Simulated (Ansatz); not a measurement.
Energy needed to pull apart CH$_{3}$Al$_{2}$N (SMILES [AlH2][Al]1[CH]=[N]1), closed shell, into free ground-state atoms, from the structure below (displaced at random from a GFN2-xTB minimum); no zero-point or spin–orbit terms; open-shell atoms are treated unrestricted, in their ground-state multiplicity.

```
7
angstrom
Al -1.4708 1.3076 -0.6642
Al 0.3700 -0.0730 0.3742
C 1.4769 -1.6157 0.2691
N 1.6866 -0.7972 1.3805
H -2.1668 1.2155 -1.8583
H -1.8559 2.5612 0.2080
H 2.1630 -2.5245 0.1783
```

Program: Ansatz 0.2.0. Basis: def2-TZVPP. Cores are frozen in the correlated methods.

```json
{"method": "SPW92", "atomization energy (eV)": "?"}
{"method": "PBE-D4", "atomization energy (eV)": "21.54"}
{"method": "r2SCAN-D4", "atomization energy (eV)": "21.00"}
{"method": "PBE0-D4", "atomization energy (eV)": "20.84"}
{"method": "CAM-B3LYP-D4", "atomization energy (eV)": "20.88"}
{"method": "wB97M-V", "atomization energy (eV)": "?"}
{"method": "HF", "atomization energy (eV)": "13.36"}
{"method": "MP2", "atomization energy (eV)": "20.64"}
{"method": "CCSD", "atomization energy (eV)": "19.62"}
{"method": "CCSD(T)", "atomization energy (eV)": "20.20"}
```

What does SPW92 give? (To be estimated.)

By the calculation: 24.22 eV, which is about 4.02 eV more than CCSD(T)/def2-TZVPP.

What does wB97M-V give? (Judge from chemistry; the value comes from the calculation.)

By the calculation: 20.98 eV, which is about 0.78 eV more than CCSD(T)/def2-TZVPP.

In triple zeta the MP2 and coupled-cluster atomization energies are still short of their basis limit by a few kcal/mol a bond, whereas those of the functionals are nearly converged, so these differences are not deviations from converged CCSD(T).

No T1 diagnostic of these runs exceeds 0.021.

For scale, one of the runs: CCSD(T)/def2-TZVPP forces, 188 basis functions, launched by `ansatz run in.yaml --threads 4 --pin off --events-out ev --progress --plain --max-ram 5222MiB`. The run took 2.7 min on 4 CPU threads of an Arm Neoverse N1 (shared host), with 3.6 GiB of host memory at its peak.
